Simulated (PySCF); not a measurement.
# Correlation energy of W(3+) (tungsten, charge +3)

[Xe] 4f14 5d3, high-spin 4F determinant. Computed with PySCF 2.14 in aug-cc-pwCVDZ-PP with ECP60MDF, with a scalar-relativistic core potential. Frozen: 5s2 5p6; 3 electrons correlated.

```
  level  correlation energy (mhartree)
   CCSD                         -15.39
    (T)                          -0.03
CCSD(T)                         -15.42
```

Diagnostics: T1 = 0.00053, D1 = 0.0007, largest double amplitude 0.015.

Task: Is a single reference adequate?

Result: Yes, within this model without spin-orbit coupling: T1 lies below 0.03 and no double amplitude reaches 0.07.
